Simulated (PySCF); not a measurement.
GeH6O2Si, SMILES O[SiH2][GeH2][OH]. Heavy atoms are numbered as in [OH:1][SiH2:2][GeH2:3][OH:4]. Hydrogens are named by the atom that carries them.

Geometry: B3LYP-D3(BJ)/def2-SVP. The structure was generated by enumeration, and PubChem lists no compound with its InChIKey, so it may never have been made. One conformer was computed; it need not be the lowest.

Computed with PBE/pcSseg-1 (PySCF).

GIAO shieldings, no solvent; atoms alike by connectivity are averaged. δ = σ(ref) − σ: ¹⁷O against H2O (σ = 334.3 ppm); ²⁹Si against TMS (σ = 335.4 ppm); ⁷³Ge against GeH4 (σ = 1614.4 ppm); ¹H against TMS (σ = 31.49 ppm), references at their B3LYP-D3(BJ)/def2-TZVP geometries, non-relativistic.

```csv
nucleus,atoms,count,δ (ppm)
¹⁷O,O1 (OH),1,-2.0
¹⁷O,O4 (OH),1,-10.4
²⁹Si,Si2 (SiH2),1,-29.4
⁷³Ge,Ge3 (GeH2),1,254.0
¹H,H on Ge3,2,5.81
¹H,H on Si2,2,5.81
¹H,H on O1,1,3.87
¹H,H on O4,1,0.28
```
